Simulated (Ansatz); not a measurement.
```xyz
28

C     0.300   -1.133    2.761
C    -0.807   -0.958    1.732
P    -0.258   -0.037    0.250
C    -0.135    1.691    0.837
C     0.192    2.670   -0.280
C    -1.716   -0.054   -0.861
C    -3.005    0.533   -0.312
Ag    1.652   -0.842   -0.739
O     3.373   -1.518   -1.487
C     3.536   -1.967   -2.784
H    -0.051   -1.729    3.605
H     0.639   -0.173    3.156
H     1.165   -1.638    2.324
H    -1.150   -1.935    1.376
H    -1.672   -0.452    2.172
H     0.658    1.702    1.590
H    -1.063    1.965    1.347
H     1.110    2.383   -0.797
H    -0.608    2.717   -1.023
H     0.330    3.677    0.118
H    -1.408    0.462   -1.774
H    -1.852   -1.101   -1.149
H    -2.894    1.590   -0.058
H    -3.345    0.008    0.583
H    -3.802    0.460   -1.055
H     4.580   -2.282   -2.945
H     2.907   -2.840   -3.037
H     3.324   -1.199   -3.551
```

Total charge 0; spin multiplicity 1. Ag: def2 effective core potential.

Q: List the r2SCAN/def2-TZVPP orbital energies in eV (Ansatz 0.2.0). (An estimate is asked.)

A: Computed: Occupied: -2089.45, -513.17, -273.90, -273.86, -273.85, -273.58, -273.42, -273.39, -272.54, -176.81, -126.30, -126.29, -126.21, -100.07, -61.93, -61.74, -61.72, -23.56, -21.56, -20.45, -20.39, -17.85, -16.81, -16.52, -15.37, -14.26, -12.60, -12.20, -12.11, -11.74, -11.21, -10.93, -10.32, -10.23, -10.06, -9.96, -9.68, -9.53, -9.39, -9.26, -9.18, -8.55, -8.48, -8.19, -7.66, -7.46, -7.46, -7.26, -6.24, -4.46, -4.15. Lowest empty: -0.59, -0.58, -0.02, 0.49, 0.99, 1.19, 1.49, 1.73.
